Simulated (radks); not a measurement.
Spin polarisation of the 5p1 shell in neutral indium. Start: [Kr] 4d10 5s2 5p(up 0.5, down 0.5); electrons of 5p are moved from spin down to spin up, other shells keep equal spins. All-electron calculation, scalar-relativistic Kohn-Sham, BLYP, spin-polarised, spherical densities, point nucleus. Program: a radial shooting solver on a logarithmic mesh with Libxc functionals.

moment (Bohr magnetons)  E - E(0) (eV)  e(5p up) (eV)  e(5p down) (eV)  5s down minus up (eV)  4d down minus up (eV)  4p down minus up (eV)
0                                0.000         -2.462           -2.462                 0.000                 0.000                 0.000
0.25                            -0.006         -2.511           -2.407                  0.106                  0.016                  0.005
0.5                             -0.026         -2.554           -2.347                  0.212                  0.032                  0.010
0.75                            -0.058         -2.592           -2.282                  0.316                  0.047                  0.015
1                               -0.104         -2.626           -2.207                  0.418                  0.063                  0.020

At moment 1 the spin-polarisation energy is -0.104 eV and the 5p exchange splitting 0.418 eV, that is 0.418 eV per Bohr magneton; E = -I m^2/4 would give I = 0.414 eV.
